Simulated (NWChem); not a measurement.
All runs are NWChem calculations. System: Sn, charge 1, spin multiplicity 2. Its SCF solution wasn't tested for a lower state. Level: UPBE0/def2-TZVP with def2 effective core potentials on Sn.

NWChem printed:

```
             Northwest Computational Chemistry Package (NWChem) 7.3.0
             --------------------------------------------------------

                                NWChem Input Module
                                -------------------

 Scaling coordinates for geometry "geometry" by  1.889725989
 (inverse scale =  0.529177249)

                             Geometry "geometry" -> ""
                             -------------------------

 Output coordinates in angstroms (scale by  1.889725989 to convert to a.u.)

  No.       Tag          Charge          X              Y              Z
 ---- ---------------- ---------- -------------- -------------- --------------
    1 Sn                  50.0000     0.00000000     0.00000000     0.00000000

 Effective nuclear repulsion energy (a.u.)       0.0000000000

            Nuclear Dipole moment (a.u.)
            ----------------------------
        X                 Y               Z
 ---------------- ---------------- ----------------
     0.0000000000     0.0000000000     0.0000000000

      Symmetry information
      --------------------

 Group name             D2h
 Group number             26
 Group order               8
 No. of unique centers     1

      Symmetry unique atoms

     1


 Summary of "ao basis" -> "" (spherical)
 ------------------------------------------------------------------------------
       Tag                 Description            Shells   Functions and Types
 ---------------- ------------------------------  ------  ---------------------
 *                         def2-tzvp                  on all atoms

                                 NWChem DFT Module
                                 -----------------

 Summary of "ao basis" -> "ao basis" (spherical)
 ------------------------------------------------------------------------------
       Tag                 Description            Shells   Functions and Types
 ---------------- ------------------------------  ------  ---------------------
 Sn                        def2-tzvp                16       50   6s5p3d2f

 Summary of "ao basis" -> "ao basis" (spherical)
 ------------------------------------------------------------------------------
       Tag                 Description            Shells   Functions and Types
 ---------------- ------------------------------  ------  ---------------------
 Sn                        def2-tzvp                16       50   6s5p3d2f

      Symmetry analysis of basis
      --------------------------

        ag         12
        au          2
        b1g         3
        b1u         9
        b2g         3
        b2u         9
        b3g         3
        b3u         9

            General Information
            -------------------
          SCF calculation type: DFT
          Wavefunction type:  spin polarized.
          No. of atoms     :     1
          No. of electrons :    21
           Alpha electrons :    11
            Beta electrons :    10
          Charge           :     1
          Spin multiplicity:     2
          Use of symmetry is: on ; symmetry adaption is: on
          Maximum number of iterations: 100
          AO basis - number of functions:    50
                     number of shells:    16
          Convergence on energy requested:  1.00D-06
          Convergence on density requested:  1.00D-05
          Convergence on gradient requested:  5.00D-04

              XC Information
              --------------
                         PBE0 Method XC Functional
                     Hartree-Fock (Exact) Exchange  0.250
          PerdewBurkeErnzerhof Exchange Functional  0.750
            Perdew 1991 LDA Correlation Functional  1.000 local
           PerdewBurkeErnz. Correlation Functional  1.000 non-local

             Grid Information
             ----------------
          Grid used for XC integration:  medium
          Radial quadrature: Mura-Knowles
          Angular quadrature: Lebedev.
          Tag              B.-S. Rad. Rad. Pts. Rad. Cut. Ang. Pts.
          ---              ---------- --------- --------- ---------
          Sn                  1.45      123           8.0       590
          Grid pruning is: on
          Number of quadrature shells:   123
[...]
                  ----------------------------------------------

                     irrep           alpha         beta
                     --------     --------     --------
                     ag                4.0          4.0
                     au                0.0          0.0
                     b1g               1.0          1.0
                     b1u               1.0          1.0
                     b2g               1.0          1.0
                     b2u               2.0          1.0
                     b3g               1.0          1.0
                     b3u               1.0          1.0

                    DFT Final Alpha Molecular Orbital Analysis
                    ------------------------------------------

 Vector    9  Occ=1.000000D+00  E=-1.330697D+00  Symmetry=ag
              MO Center= -8.3D-17,  9.2D-17, -6.4D-17, r^2= 4.0D-01
   Bfn.  Coefficient  Atom+Function         Bfn.  Coefficient  Atom+Function
  ----- ------------  ---------------      ----- ------------  ---------------
    26      0.776758  1 Sn d  2              24      0.448461  1 Sn d  0
    31      0.150900  1 Sn d  2              29      0.087122  1 Sn d  0

 Vector   10  Occ=1.000000D+00  E=-7.088713D-01  Symmetry=ag
              MO Center= -3.0D-18,  1.5D-17,  3.3D-18, r^2= 1.7D+00
   Bfn.  Coefficient  Atom+Function         Bfn.  Coefficient  Atom+Function
  ----- ------------  ---------------      ----- ------------  ---------------
     5      0.919578  1 Sn s                  2      0.635546  1 Sn s
     3     -0.515930  1 Sn s                  1     -0.401367  1 Sn s
     4     -0.364771  1 Sn s                  6      0.330437  1 Sn s

 Vector   11  Occ=1.000000D+00  E=-4.271636D-01  Symmetry=b2u
              MO Center= -2.9D-16, -4.6D-14, -4.6D-16, r^2= 2.7D+00
   Bfn.  Coefficient  Atom+Function         Bfn.  Coefficient  Atom+Function
  ----- ------------  ---------------      ----- ------------  ---------------
    17      0.633075  1 Sn py                11     -0.405824  1 Sn py
    14      0.396664  1 Sn py                20      0.131391  1 Sn py
     8     -0.056839  1 Sn py

 Vector   12  Occ=0.000000D+00  E=-3.519126D-01  Symmetry=b1u
              MO Center=  3.5D-30,  1.0D-29, -2.1D-17, r^2= 2.8D+00
   Bfn.  Coefficient  Atom+Function         Bfn.  Coefficient  Atom+Function
  ----- ------------  ---------------      ----- ------------  ---------------
    18      0.606970  1 Sn pz                12     -0.397716  1 Sn pz
    15      0.385515  1 Sn pz                21      0.175793  1 Sn pz
     9     -0.055775  1 Sn pz

 Vector   13  Occ=0.000000D+00  E=-3.519126D-01  Symmetry=b3u
              MO Center= -1.1D-18, -1.8D-31,  6.5D-31, r^2= 2.8D+00
   Bfn.  Coefficient  Atom+Function         Bfn.  Coefficient  Atom+Function
  ----- ------------  ---------------      ----- ------------  ---------------
    16      0.606970  1 Sn px                10     -0.397716  1 Sn px
    13      0.385515  1 Sn px                19      0.175793  1 Sn px
     7     -0.055775  1 Sn px

 Vector   14  Occ=0.000000D+00  E=-6.349427D-02  Symmetry=b2u
              MO Center=  3.2D-15,  6.6D-16,  3.9D-15, r^2= 1.0D+01
   Bfn.  Coefficient  Atom+Function         Bfn.  Coefficient  Atom+Function
  ----- ------------  ---------------      ----- ------------  ---------------
    20      1.498517  1 Sn py                17     -1.034277  1 Sn py
    11      0.216662  1 Sn py                14     -0.156713  1 Sn py
     8      0.029875  1 Sn py

                     DFT Final Beta Molecular Orbital Analysis
                     -----------------------------------------

 Vector    8  Occ=1.000000D+00  E=-1.328842D+00  Symmetry=b1g
              MO Center= -3.5D-19, -6.9D-19, -1.1D-18, r^2= 3.9D-01
   Bfn.  Coefficient  Atom+Function         Bfn.  Coefficient  Atom+Function
  ----- ------------  ---------------      ----- ------------  ---------------
    22      0.901479  1 Sn d -2              27      0.168348  1 Sn d -2

 Vector    9  Occ=1.000000D+00  E=-1.323759D+00  Symmetry=ag
              MO Center= -8.5D-17, -9.3D-17, -8.0D-17, r^2= 3.9D-01
   Bfn.  Coefficient  Atom+Function         Bfn.  Coefficient  Atom+Function
  ----- ------------  ---------------      ----- ------------  ---------------
    26      0.781195  1 Sn d  2              24      0.451023  1 Sn d  0
    31      0.144777  1 Sn d  2              29      0.083587  1 Sn d  0

 Vector   10  Occ=1.000000D+00  E=-6.736084D-01  Symmetry=ag
              MO Center= -6.9D-18,  7.3D-18, -9.5D-18, r^2= 1.7D+00
   Bfn.  Coefficient  Atom+Function         Bfn.  Coefficient  Atom+Function
  ----- ------------  ---------------      ----- ------------  ---------------
     5      0.925357  1 Sn s                  2      0.646858  1 Sn s
     3     -0.532432  1 Sn s                  1     -0.408601  1 Sn s
     4     -0.352095  1 Sn s                  6      0.321557  1 Sn s
    26     -0.027790  1 Sn d  2

 Vector   11  Occ=0.000000D+00  E=-3.381675D-01  Symmetry=b1u
              MO Center= -1.4D-17,  9.4D-17, -8.0D-17, r^2= 2.8D+00
   Bfn.  Coefficient  Atom+Function         Bfn.  Coefficient  Atom+Function
  ----- ------------  ---------------      ----- ------------  ---------------
    18      0.600672  1 Sn pz                12     -0.397652  1 Sn pz
    15      0.388168  1 Sn pz                21      0.180894  1 Sn pz
     9     -0.055724  1 Sn pz

 Vector   12  Occ=0.000000D+00  E=-3.381675D-01  Symmetry=b3u
              MO Center=  3.8D-17,  2.8D-19, -7.6D-18, r^2= 2.8D+00
   Bfn.  Coefficient  Atom+Function         Bfn.  Coefficient  Atom+Function
  ----- ------------  ---------------      ----- ------------  ---------------
    16      0.600672  1 Sn px                10     -0.397652  1 Sn px
    13      0.388168  1 Sn px                19      0.180894  1 Sn px
     7     -0.055724  1 Sn px

 Vector   13  Occ=0.000000D+00  E=-3.053221D-01  Symmetry=b2u
              MO Center=  6.8D-18, -4.6D-17, -1.9D-17, r^2= 3.0D+00
   Bfn.  Coefficient  Atom+Function         Bfn.  Coefficient  Atom+Function
  ----- ------------  ---------------      ----- ------------  ---------------
    17      0.585247  1 Sn py                11     -0.385813  1 Sn py
    14      0.370568  1 Sn py                20      0.216661  1 Sn py
     8     -0.054016  1 Sn py

   alpha - beta orbital overlaps
   -----------------------------

   alpha      1      2      3      4      5      6      7      8      9     10
    beta      1      2      3      4      5      6      7      8      9     10
 overlap   1.000  1.000  1.000  1.000  1.000  1.000  1.000  1.000  1.000  0.999

   alpha     11     12     13     14     15     16     17     18     19     20
    beta     13     11     12     16     14     15     22     20     21     19
 overlap   0.998  1.000  1.000  0.998  1.000  1.000  0.988  1.000  1.000  0.989

   alpha     21     22     23     24     25     26     27     28     29     30
    beta     17     18     25     26     29     27     28     23     24     31
 overlap   1.000  1.000  0.805  0.805  0.938  1.000  1.000  1.000  1.000  0.805

   alpha     31     32     33     34     35     36     37     38     39     40
    beta     30     32     33     34     35     36     37     38     39     40
 overlap   0.805  0.937  1.000  1.000  1.000  1.000  1.000  1.000  1.000  1.000

   alpha     41     42     43     44     45     46     47     48     49     50
    beta     41     42     43     44     45     46     47     48     49     50
 overlap   1.000  1.000  1.000  1.000  1.000  1.000  1.000  1.000  1.000  1.000

     --------------------------
     Expectation value of S2:
     --------------------------
      <S2> =      0.7528 (Exact =     0.7500)

 Task  times  cpu:        1.1s     wall:        1.1s

 Total times  cpu:        1.1s     wall:        1.1s
```

Question: Write an NWChem input that would produce this output.

Answer: Several could match; the one computed here: 
```
start mol
memory heap 200 mb stack 900 mb global 1100 mb
charge 1
geometry units angstroms nocenter noautoz
  Sn     0.000000     0.000000     0.000000
  symmetry group D2h
end
basis spherical
  * library def2-tzvp
end
ecp
  Sn library def2-ecp
end
dft
  xc pbe0
  odft
  mult 2
  semidirect memsize 60000000 filesize 0
  iterations 100
end
task dft energy
```
